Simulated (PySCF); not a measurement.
A species of formula C8H6N2 has this rotational fingerprint, computed with PBE0/def2-SVPD in PySCF (dipole) on a GFN2-xTB geometry, gas phase:

| Item | Value |
| --- | --- |
| Rotational constants | A = 4820, B = 550.6, C = 513.6 MHz |
| Dipole components | \|μa\| = 1.56 D, \|μb\| = 2.89 D, \|μc\| = 1.43 D |
| Inertial defect | -38.78 u·Å² |
| κ | -0.98 |

Question: Which structure is it? (One computed conformer of each.)
A. `c1cccn1C#CCC#N`
B. 1,6-naphthyridine (`c1cnc2ccncc2c1`)
C. `[CH2:1]=[C:2]([C:3]#[N:4])[C:5](=[CH2:6])[C:7](=[CH2:8])[C:9]#[N:10]` with C1–C2–C5–C6 -147°, C2–C5–C7–C8 33°
D. `[CH2:1]=[N:2][c:3]1[cH:4][cH:5][cH:6][c:7]([C:8]#[N:9])[cH:10]1` with C1–N2–C3–C4 -52°

Answer: A. It is N#CCC#Cn1cccc1, a near-prolate asymmetric top, point group C1. The candidates at the same level (rigid rotor, commonest isotopes):

```
               SMILES  A (MHz)  B (MHz)  C (MHz)  μa (D)  μb (D)  μc (D)  Δ (u·Å²)  point group                        rotor
       c1cnc2ccncc2c1     3278     1291    926.1    2.18    1.21    0.00      0.00           Cs               asymmetric top
       N#CCC#Cn1cccc1     4820    550.6    513.6    1.56    2.89    1.43    -38.78           C1  near-prolate asymmetric top
     C=Nc1cccc(C#N)c1     2998    889.0    695.8    5.03    2.53    0.99    -10.71           C1               asymmetric top
C=C(C#N)C(=C)C(=C)C#N     2870    853.5    719.0    0.00    3.34    0.00    -65.40           C2               asymmetric top
```

`c1cnc2ccncc2c1` has B 134 % too high; `C=Nc1cccc(C#N)c1` has B 61 % too high; `C=C(C#N)C(=C)C(=C)C#N` has B 55 % too high. No structure here is proved a minimum.
